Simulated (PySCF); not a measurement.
Isomers of C7F5N. Level of theory: PySCF 2.14.0, PBE0-D3(BJ)/def2-SVP geometry optimisation, gas phase. One conformer each; no zero-point energy, no entropy. No frequencies were run at this level. Point groups hold within 0.08 Å.

Question: Order them by energy at this level, lowest first, and give relative energies in kcal/mol.
A. isocyanopentafluorobenzene, `c1(F)c(F)c(F)c(F)c(F)c1[N+]#[C-]`
B. pentafluorobenzonitrile, `N#CC1=C(F)C(F)=C(F)C(F)=C1F`

Answer: B (0.0), A (22.4).

| SMILES | E (Eh) | E rel (kcal/mol) | dipole (D) | point group | A, B, C (MHz) |
| --- | --- | --- | --- | --- | --- |
| N#Cc1c(F)c(F)c(F)c(F)c1F | -819.19352 | 0.0 | 2.82 | C2v | 1031, 767.2, 439.8 |
| [C-]#[N+]c1c(F)c(F)c(F)c(F)c1F | -819.15776 | 22.4 | 2.26 | C2v | 1033, 794.5, 449.0 |
